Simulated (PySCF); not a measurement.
Computed magnetic data of one metal complex (SC-NEVPT2 in the d shell, PySCF, with spin-orbit coupling):

| T / K | χT / cm³ K mol⁻¹ | μeff / μB |
| --- | --- | --- |
| 2 | 4.280 | 5.85 |
| 5 | 4.291 | 5.86 |
| 10 | 4.309 | 5.87 |
| 20 | 4.346 | 5.89 |
| 30 | 4.383 | 5.92 |
| 50 | 4.456 | 5.97 |
| 75 | 4.546 | 6.03 |
| 100 | 4.630 | 6.08 |
| 150 | 4.759 | 6.17 |
| 200 | 4.835 | 6.22 |
| 250 | 4.871 | 6.24 |
| 300 | 4.879 | 6.25 |

Powder magnetisation at 2 K: 1.62 μB at 0.5 T, 2.38 μB at 1 T, 2.78 μB at 2 T, 2.88 μB at 3 T, 2.93 μB at 5 T, 2.96 μB at 7 T.

Task: Which of these complexes, all computed at model or optimised geometries, gave the data?
A. [CoF5]3- (d7, trigonal bipyramidal)
B. Co(OH)2 (d7, linear)
C. MoI3 (d3, trigonal planar)
D. [Mn(OH)6]2- (d3, octahedral)

Result: B. Co(OH)2 (d7, linear) has NEVPT2: 2S+1 = 4, 6.25 μB at 300 K, 5.87 μB at 10 K, 2.96 μB at 7 T. The others: MoI3 (d3, trigonal planar) has NEVPT2: 2S+1 = 4, 3.79 μB at 300 K, 3.52 μB at 10 K, 2.02 μB at 7 T; [Mn(OH)6]2- (d3, octahedral) has NEVPT2: 2S+1 = 4, 3.84 μB at 300 K, 3.83 μB at 10 K, 2.94 μB at 7 T; [CoF5]3- (d7, trigonal bipyramidal) has NEVPT2: 2S+1 = 4, 4.78 μB at 300 K, 3.93 μB at 10 K, 2.35 μB at 7 T.

The d shell alone is too small an active space for MoI3 (an active orbital has only 0.67 squared overlap with the free ion's shell): its levels, fitted parameters, g values and moments show what this model gives and aren't sound predictions.

On Co(OH)2: 4Bg (5 cm⁻¹) lies within 300 cm⁻¹ of 4Ag at NEVPT2 level, inside the method's error: their order is undecided, and g values and low-temperature moments can hang on it.
